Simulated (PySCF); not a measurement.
**PtS₂⁻: map over both bonds**

Level of theory: UB3LYP in PySCF with Pt def2-SVPD with ECP60, S def2-SVPD; scalar-relativistic core potentials, no spin–orbit coupling; density-fitted integrals.

Rigid scan from the doublet minimum (Pt–S 2.155 Å (×2); S–Pt–S 154.4°). Coordinate: rows scale the first bond (Pt–S), columns the second (Pt–S). Energies in kJ/mol from the minimum.

(1) Give the energy map for rows 0.94, 0.97, 1.00, 1.04, 1.09, 1.15 and columns 0.94, 0.97, 1.00, 1.04, 1.09, 1.15.

(2) And the size of the dipole moment (D, about the centre of mass) on the same grid?

Answers

(1) 
| scale \ scale | 0.94 | 0.97 | 1.00 | 1.04 | 1.09 | 1.15 |
| --- | --- | --- | --- | --- | --- | --- |
| 0.94 | 46.6 | 27.7 | 20.6 | 24.1 | 41.5 | 68.5 |
| 0.97 | 27.7 | 10.4 | 4.6 | 9.7 | 29.6 | 64.5 |
| 1.00 | 20.6 | 4.6 | 0.0 | 6.4 | 27.6 | 63.7 |
| 1.04 | 24.1 | 9.7 | 6.4 | 14.3 | 37.0 | 74.3 |
| 1.09 | 41.5 | 29.6 | 27.6 | 37.0 | 61.0 | 99.5 |
| 1.15 | 76.0 | 64.5 | 63.7 | 74.3 | 99.5 | 139.0 |

(2) 
| scale \ scale | 0.94 | 0.97 | 1.00 | 1.04 | 1.09 | 1.15 |
| --- | --- | --- | --- | --- | --- | --- |
| 0.94 | 0.87 | 0.99 | 1.23 | 1.64 | 2.17 | 2.57 |
| 0.97 | 0.99 | 0.96 | 1.08 | 1.41 | 1.86 | 2.46 |
| 1.00 | 1.23 | 1.08 | 1.07 | 1.23 | 1.63 | 2.18 |
| 1.04 | 1.64 | 1.41 | 1.23 | 1.22 | 1.43 | 1.88 |
| 1.09 | 2.17 | 1.86 | 1.63 | 1.43 | 1.40 | 1.64 |
| 1.15 | 2.77 | 2.46 | 2.18 | 1.88 | 1.64 | 1.62 |

Other spin states or occupations of the open shell can lie lower. Spin–orbit coupling, left out here, can matter for elements this heavy.

The scan took 120 s on 2 threads of a shared Arm Neoverse V2 host; the process peaked at 0.84 GiB. Launch command: `OMP_NUM_THREADS=2 python axn.py task.json out`.
